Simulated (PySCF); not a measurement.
**Excitation energy of In⁺ by level of theory**

In⁺ [Kr] 4d10 5s2 (1S) → In⁺ [Kr] 4d10 5s1 5d1 (3D), as a difference of total energies. Computed with PySCF 2.14 in x2c-TZVPPall with one added diffuse shell each of s, p, d, f type (9s7p5d3f, 76 functions), with scalar relativity by spin-free X2C-1e. Correlated levels: valence: [Kr] 4d10 frozen; valence and next inner shell: [Ar] 3d10 frozen. The calculations carry no spin-orbit coupling.

Q: Order these methods by the excitation energy they give, lowest first.
A. MP2 (valence and next inner shell)
B. wB97X
C. SCS-MP2 (valence and next inner shell)
D. M06-2X

A: D (99021 cm⁻¹), A (102440 cm⁻¹), C (102720 cm⁻¹), B (103240 cm⁻¹).

Errors of the correlated levels include the incompleteness of this basis and the frozen core.

The promoted electron is Rydberg-like, and one or two diffuse shells describe it only roughly, which tends to raise the upper state.

For comparison: 102220 cm⁻¹ (measured; NIST levels, between the centres of gravity of the two terms).
